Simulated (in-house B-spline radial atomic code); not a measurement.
Values are calculated unless marked as measured or tabulated.
## Ghost states of the separable form: Mo

Mo, [Kr] 4d5 5s1, non-relativistic LDA (VWN5), spherical and spin-unpolarised, from an all-electron radial atomic-structure program (B-spline basis) (atomic units; all potentials screened as in the neutral atom).

Troullier-Martins channels: 5s (ε = -0.1479, r_c = 3.229 bohr), 4d (ε = -0.1533, r_c = 1.577 bohr). In the Kleinman-Bylander form one channel serves as the local potential, and each other channel l becomes |δV u><u δV|/<u|δV|u>, with δV = V_l − V_local and u the pseudo-orbital. Its strength is E_KB = <u|δV²|u>/<u|δV|u>. By the analysis of Gonze, Stumpf and Scheffler a spurious state lies below the reference level ε if E_KB > 0 and ε is above the second level of the local potential alone, or if E_KB < 0 and ε is above its first. The table's levels are those of angular momentum l in a sphere of 9 bohr, whose wall can lift a shallow ε a little above its free-atom value.

```json
{"local": "s", "channel": "d", "<u δV u>": "-2.0482", "<u δV² u>": "9.1729", "ε": "-0.1532", "first local level": "0.0815", "second local level": "0.3333"}
{"local": "d", "channel": "s", "<u δV u>": "0.16698", "<u δV² u>": "0.46936", "ε": "-0.1461", "first local level": "-4.6668", "second local level": "-0.6556"}
```

(1) Apply the rule to each row.

Diagonalising the separable Hamiltonian gives:

```
local  channel       three lowest levels  all-electron, two lowest valence levels
    s        d   -0.1532, 0.1225, 0.4320                          -0.1532, 0.1205
    d        s  -3.1414, -0.1461, 0.1222                          -0.1461, 0.1236
```

(2) Which choices of local channel are safe?

Results:

(1) Local s, channel d: E_KB = -4.48, so ε = -0.1532 is set against 0.0815: no ghost. Local d, channel s: E_KB = +2.81, so ε = -0.1461 is set against -0.6556: a ghost.

(2) Free of ghosts: s. With d local the s channel has a ghost 3.00 hartree below ε, since the local potential binds more than one state below ε, and a repulsive term of rank one raises each level at most to the next, so it clears only one of them. Among the safe choices the second level, which tests transfer, is off by at most 1.9 millihartree (s local).
